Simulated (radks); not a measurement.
Results of a calculation; reference values are marked as such.
Polarisability of the arsenic ion As4+, [Ar] 3d10 4s1, at imaginary frequency. Code: a radial shooting solver on a logarithmic mesh with Libxc functionals. Model: non-relativistic Kohn-Sham, exchange-only LDA, spin-polarised, spherical densities, point nucleus; open shells are filled with parallel spins first. Response by self-consistent Sternheimer equations with the Hartree and adiabatic exchange-only LDA kernel.

w (hartree)  alpha1(iw) (bohr^3)  alpha2(iw) (bohr^5)
0.00266                    4.255                6.467
0.0143                     4.251                6.466
0.0360                     4.233                6.460
0.0697                     4.174                6.440
0.118                      4.031                6.391
0.186                      3.747                6.281
0.280                      3.273                6.061
0.413                      2.631                5.649
0.605                      1.940                4.950
0.892                      1.345                3.919
1.35                      0.9090                2.688
2.12                      0.6028                1.559
3.59                      0.3709               0.7614
6.94                      0.1809               0.2959
17.5                     0.04899              0.06671

Static values: alpha1 = 4.255 bohr^3 (0.6305 angstrom^3; uncoupled 5.597), alpha2 = 6.467 bohr^5, alpha3 = 21.93 bohr^7. C6 = 8.418, C8 = 84.85, triple-dipole C9 = 23.74 atomic units. One-pole (London) frequency 4 C6 / (3 alpha1^2) = 0.620 hartree, against 2.067 for minus the highest occupied eigenvalue. The dipole shielding factor is 0.879, as the force sum rule N/Z = 0.879 demands.
